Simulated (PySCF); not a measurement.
PBE on I (iodine, neutral)

Configuration: [Kr] 4d10 5s2 5p4 5d1, one real determinant (an excited configuration). Calculation: PySCF 2.14, in aug-cc-pwCVTZ-PP with ECP28MDF; scalar relativity through the core potential.

- Total energy: -295.3650 hartree
- One-electron energy: -511.1963 hartree
- Hartree (Coulomb) energy: 237.7732 hartree
- Exchange-correlation energy: -21.9419 hartree
- ⟨S²⟩: 3.7536
- ⟨L²⟩: 8.022
- Sum of ⟨r⟩: 33.27 bohr
- Sum of ⟨r²⟩: 68.84 bohr²
- Traceless quadrupole moment −½Σ⟨3z² − r²⟩ along its main axis: 2.88 e·bohr²

```json
{"shell": "4s α", "electrons": "1", "mean orbital energy (hartree)": "-6.73364", "spread (hartree)": "0", "rms radius, mean of both spins (bohr)": "0.795"}
{"shell": "4s β", "electrons": "1", "mean orbital energy (hartree)": "-6.72676", "spread (hartree)": "0", "rms radius, mean of both spins (bohr)": "0.795"}
{"shell": "4p α", "electrons": "3", "mean orbital energy (hartree)": "-4.77044", "spread (hartree)": "0.01748", "rms radius, mean of both spins (bohr)": "0.855"}
{"shell": "4p β", "electrons": "3", "mean orbital energy (hartree)": "-4.76365", "spread (hartree)": "0.01104", "rms radius, mean of both spins (bohr)": "0.855"}
{"shell": "4d α", "electrons": "5", "mean orbital energy (hartree)": "-1.94381", "spread (hartree)": "0.01968", "rms radius, mean of both spins (bohr)": "1.00"}
{"shell": "4d β", "electrons": "5", "mean orbital energy (hartree)": "-1.93383", "spread (hartree)": "0.01197", "rms radius, mean of both spins (bohr)": "1.00"}
{"shell": "5s α", "electrons": "1", "mean orbital energy (hartree)": "-0.74948", "spread (hartree)": "0", "rms radius, mean of both spins (bohr)": "2.05"}
{"shell": "5s β", "electrons": "1", "mean orbital energy (hartree)": "-0.69139", "spread (hartree)": "0", "rms radius, mean of both spins (bohr)": "2.05"}
{"shell": "5p α", "electrons": "3", "mean orbital energy (hartree)": "-0.35448", "spread (hartree)": "0.03428", "rms radius, mean of both spins (bohr)": "2.55"}
{"shell": "5p β", "electrons": "1", "mean orbital energy (hartree)": "-0.30615", "spread (hartree)": "0", "rms radius, mean of both spins (bohr)": "2.55"}
{"shell": "5d α", "electrons": "1", "mean orbital energy (hartree)": "0.00906", "spread (hartree)": "0", "rms radius, mean of both spins (bohr)": "4.31"}
```

⟨L²⟩ = 8.02 against 12 for a pure F term, so this real determinant mixes terms. Energies and moments cover only the electrons outside the core potential. The outer electron is Rydberg-like, and this basis confines it to a smaller radius and binds it less than a complete one would. At PBE the highest occupied level has a positive energy, so only the finite basis holds that electron; for this excited configuration the basis is too tight for the outer shell.
